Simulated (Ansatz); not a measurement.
SeSn, singlet, geometry from GFN2-xTB (such geometries of metal compounds can be far from the true shape) (all electrons, no relativity).

Ansatz (an electronic-structure program) was given this input:
Ansatz 0.2 input:
```yaml
crystal:
  periodic: [false, false, false]
  atoms:
    - {symbol: Sn, position_ang: [-0.00000000, -0.00000000, -0.94616634]}
    - {symbol: Se, position_ang: [0.00000000, 0.00000000, 1.39142108]}
basis:
  gaussian:
    orbitals: STO-3G
hamiltonian:
  xc: blyp
accuracy: high
```

Estimate the total energy that BLYP/STO-3G in Ansatz returns for this input.

-8339.9645 Eh

Predict the number of basis functions from BLYP/STO-3G.

45
